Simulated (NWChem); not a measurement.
System: CH4MgO; SMILES [O]([MgH])C

Excerpt of the output:

```
             Northwest Computational Chemistry Package (NWChem) 7.3.0
             --------------------------------------------------------

 C3V symmetry detected

                             Geometry "geometry" -> ""
                             -------------------------

 Output coordinates in angstroms (scale by  1.889725989 to convert to a.u.)

  No.       Tag          Charge          X              Y              Z
 ---- ---------------- ---------- -------------- -------------- --------------
    1 Mg                  12.0000     0.00000000     0.00000000    -1.40313933
    2 H                    1.0000     0.00000000    -0.00000000    -3.10148333
    3 O                    8.0000     0.00000000     0.00000000     0.36752967
    4 C                    6.0000     0.00000000     0.00000000     1.75214967
    5 H                    1.0000     0.72414905     0.72414905     2.16200667
    6 H                    1.0000    -0.98920600     0.26505695     2.16200667
    7 H                    1.0000     0.26505695    -0.98920600     2.16200667

 Effective nuclear repulsion energy (a.u.)      85.8326494487

      Symmetry information
      --------------------

 Group name             C3v
 Group number             17
 Group order               6
 No. of unique centers     5

                                 NWChem DFT Module
                                 -----------------

 Summary of "ao basis" -> "ao basis" (spherical)
 ------------------------------------------------------------------------------
       Tag                 Description            Shells   Functions and Types
 ---------------- ------------------------------  ------  ---------------------
 Mg                          6-31g*                  8       18   4s3p1d
 H                           6-31g*                  2        2   2s
 O                           6-31g*                  6       14   3s2p1d
 C                           6-31g*                  6       14   3s2p1d

      Symmetry analysis of basis
      --------------------------

        a1         24
        a2          0
        e          30

  Rotation of axis

            General Information
            -------------------
          SCF calculation type: DFT
          Wavefunction type:  closed shell.
          No. of atoms     :     7
          No. of electrons :    30
           Alpha electrons :    15
            Beta electrons :    15
          Charge           :     0
          Spin multiplicity:     1
          Use of symmetry is: on ; symmetry adaption is: on
          Maximum number of iterations: 150
          AO basis - number of functions:    54
                     number of shells:    28
          Convergence on energy requested:  1.00D-06
          Convergence on density requested:  1.00D-05
          Convergence on gradient requested:  5.00D-04

              XC Information
              --------------
                      r^2SCAN Method XC Functional
               r^2SCAN metaGGA Exchange Functional  1.000
                     r^2SCAN Correlation Potential  1.000

             Grid Information
             ----------------
          Grid used for XC integration:  coarse
          Radial quadrature: Mura-Knowles
          Angular quadrature: Lebedev.
          Tag              B.-S. Rad. Rad. Pts. Rad. Cut. Ang. Pts.
          ---              ---------- --------- --------- ---------
          Mg                  1.50       70           9.0       302
          H                   0.35       35          12.0       302
          O                   0.60       35           9.0       302
          C                   0.70       35          11.0       302
          Grid pruning is: on
          Number of quadrature shells:   210
          Spatial weights used:  Erf1

      Superposition of Atomic Density Guess
      -------------------------------------

 Sum of atomic energies:        -314.00275583

      Non-variational initial energy
      ------------------------------

 Total energy =    -314.855113
 1-e energy   =    -605.257373
 2-e energy   =     204.569611
 HOMO         =      -0.371048
 LUMO         =      -0.037040

      Symmetry analysis of molecular orbitals - initial
      -------------------------------------------------

  Numbering of irreducible representations:

     1 a1          2 a2          3 e

  Orbital symmetries:

     1 a1          2 a1          3 a1          4 a1          5 a1
     6 e           7 e           8 a1          9 a1         10 a1
    11 e          12 e          13 a1         14 e          15 e
    16 a1         17 e          18 e          19 a1         20 a1
    21 a1         22 e          23 e          24 a1         25 e

     ---------------------------------------------
      Total Density - Mulliken Population Analysis
     ---------------------------------------------

[...]

                         DFT ENERGY GRADIENTS

    atom               coordinates                        gradient
                 x          y          z           x          y          z
   1 Mg      0.000000   0.000000  -2.651549    0.000000   0.000000  -0.002001
   2 H       0.000000  -0.000000  -5.860954   -0.000000  -0.000000   0.001450
   3 O       0.000000   0.000000   0.694530   -0.000000  -0.000000  -0.000929
   4 C       0.000000   0.000000   3.311083    0.000000   0.000000   0.001510
   5 H       1.368443   1.368443   4.085600   -0.000579  -0.000579  -0.000010
   6 H      -1.869328   0.500885   4.085600    0.000791  -0.000212  -0.000010
   7 H       0.500885  -1.869328   4.085600   -0.000212   0.000791  -0.000010
```

Level: r2SCAN/6-31G* (spherical d). All runs use the structure optimised with B3LYP/6-31G* (spherical d).

Q: Reconstruct the input file.

A: Several could match; the one computed here: the input that was run:
```
start job
memory heap 200 mb stack 900 mb global 1100 mb
geometry units angstroms noautoz
  Mg     0.000000     0.000000    -1.405020
  H      0.000000     0.000000    -3.103364
  O      0.000000     0.000000     0.365649
  C      0.000000     0.000000     1.750269
  H      0.624798    -0.811425     2.160126
  H      0.390316     0.946804     2.160126
  H     -1.015114    -0.135378     2.160126
end
basis spherical
  Mg library 6-31g*
  H library 6-31g*
  O library 6-31g*
  C library 6-31g*
end
dft
  xc r2scan
  grid coarse
  iterations 150
  mulliken
end
task dft gradient
```
